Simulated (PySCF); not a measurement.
# Bond length, frequency and bond energy of LiSb by level of theory

State: ³Σ⁻ (triplet), unpaired electrons π ↑↑. Set-up: basis Li def2-SVP, Sb def2-SVP with ECP28; scalar-relativistic core potentials; PySCF 2.14. De refers to Li + Sb in their high-spin ground configurations, without counterpoise correction. The functionals are run spin-unrestricted. A positive dipole means Li(−)Sb(+).

| Level | Re (Å) | ωe (cm⁻¹) | De (eV) | μ (D) | CPU s a point (SCF and correlation, without the integrals) |
| --- | --- | --- | --- | --- | --- |
| UHF | 2.661 | 387 | 0.58 | -7.38 | 0.057 |
| UHF-MP2 | 2.660 | 383 | 1.03 | n/a | 0.089 |
| UHF-SCS-MP2 | 2.666 | 377 | 1.03 | n/a | n/a |
| UHF-CCSD | 2.668 | 374 | 1.06 | n/a | n/a |
| UHF-CCSD(T) | 2.671 | 371 | 1.09 | n/a | 1.9 |
| PBE | 2.631 | 382 | 1.57 | -6.01 | 0.37 |
| r²SCAN | 2.632 | 390 | 1.57 | -6.71 | 0.56 |
| B3LYP | 2.617 | 394 | 1.63 | -6.25 | 0.43 |
| PBE0 | 2.618 | 395 | 1.52 | -6.55 | 0.56 |
| M06 | 2.642 | 382 | 1.80 | -6.20 | 0.56 |
| HSE06 | 2.622 | 394 | 1.58 | -6.51 | 0.6 |
| BHandHLYP | 2.606 | 407 | 1.57 | -6.70 | 0.32 |

(1) Which functional lies closest to UHF-CCSD(T) in De, which farthest, and by how much do they differ from it?

(2) What does a quarter of exact exchange do here, going from PBE to PBE0?

(3) What does the step from GGA to meta-GGA do here, going from PBE to r²SCAN?

Correlated steps freeze 4 core orbitals. Correlated levels converge slowly with the basis: in double zeta they bind strong bonds too weakly, by up to about 1 eV, and carry superposition errors of some tenths. Spin–orbit coupling is left out, which matters for elements this heavy, above all for dissociation energies. The state was picked by a PBE0 search and need not be the measured ground state.

The whole job (state search and all levels along the bond) took about 1.3 min on 1 thread of Arm Neoverse V1 (shared host), peak memory 0.41 GiB.

Results:

(1) Closest is PBE0 (-5.3 pm in Re, +6.5 % in ωe, +0.43 eV in De against UHF-CCSD(T) in the same basis), farthest M06 (-2.9 pm in Re, +3.0 % in ωe, +0.71 eV in De). CCSD(T) converges more slowly with the basis than the functionals do and binds too weakly in this one, so the order can change at the basis-set limit.

(2) PBE0 less PBE: -1.3 pm in Re, +3.4 % in ωe, -0.05 eV in De. Exact exchange removes part of the self-interaction that spreads semilocal densities, and in most molecules shortens and stiffens the bond and lowers De; so it does here.

(3) r²SCAN less PBE: +0.1 pm in Re, +2.1 % in ωe, +0.00 eV in De.
